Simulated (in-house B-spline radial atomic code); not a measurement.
Configurations of Tc3+, with energies counted from [Kr] 4d4. Method: Dirac-Hartree-Fock, average of configuration, Fermi nucleus of rms radius 4.41117 fm. Calculated with a B-spline radial code for spherical atoms. Energies include first-order Breit, QED and recoil terms.

Occupations are held fixed; configurations that lie above the ionisation limit could autoionise.

| configuration | E - E(ref) (eV) | highest orbital | its <r> (bohr) |
| --- | --- | --- | --- |
| [Kr] 4d3 7s1 | 30.559 | 7s1/2 | 8.184 |
| [Kr] 4d3 5f1 | 31.323 | 5f5/2 | 7.078 |
| [Kr] 4d3 8s1 | 33.818 | 8s1/2 | 12.07 |
| [Ar] 3d10 4s2 4p5 4d4 7s1 | 74.456 | 7s1/2 | 8.156 |
| [Ar] 3d10 4s2 4p5 4d4 8g1 | 81.137 | 8g7/2 | 21.43 |

(1) Order these further configurations by energy, lowest first.
A. [Kr] 4d3 8g1
B. [Ar] 3d10 4s2 4p5 4d4 8f1
C. [Ar] 3d10 4s2 4p5 4d4 7g1
D. [Kr] 4d3 6f1
E. [Ar] 3d10 4s2 4p5 4d4 5s1

## Answers

(1) D (34.179 eV), A (37.204 eV), E (51.892 eV), C (80.093 eV), B (80.94 eV).
